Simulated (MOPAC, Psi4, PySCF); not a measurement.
Conformational energy of C3H8GeO2, SMILES COC(=O)[CH2][GeH3]. Scanned: dihedral O2–C3–C5–Ge6; all other coordinates were relaxed at GFN2-xTB. Points at φ and −φ are mirror images. Heavy atoms are numbered in the order of the SMILES COC(=O)[CH2][GeH3], hydrogens after them in the order of the atoms that carry them; the mirror image has the same energies with the sign of each dihedral reversed.

- PM6, restricted, heats of formation // GFN2-xTB (MOPAC)
- RKS-LDA (SVWN5)/6-31G* = restricted LDA (SVWN5)/6-31G*, spherical d, density fitting // GFN2-xTB run with PySCF 2.14.0
- PBE-D3(BJ)/def2-TZVP // GFN2-xTB (Psi4)

Energies in kJ/mol, each method relative to its own lowest point.

| φ / ° | PM6 | RKS-LDA (SVWN5)/6-31G* | PBE-D3(BJ)/def2-TZVP |
|---|---|---|---|
| -150 | 14.7 | 2.5 | 6.9 |
| -120 | 4.4 | 0.9 | 2.5 |
| -90 | 0.0 | 0.0 | 0.0 |
| -60 | 5.5 | 1.2 | 3.2 |
| -30 | 12.9 | 4.0 | 8.9 |
| 0 | 14.5 | 5.8 | 12.0 |
| 30 | 12.9 | 4.0 | 8.9 |
| 60 | 5.5 | 1.2 | 3.2 |
| 90 | 0.0 | 0.0 | 0.0 |
| 120 | 4.4 | 0.9 | 2.5 |
| 150 | 14.7 | 2.5 | 6.9 |
| 180 | 18.0 | 3.3 | 8.8 |
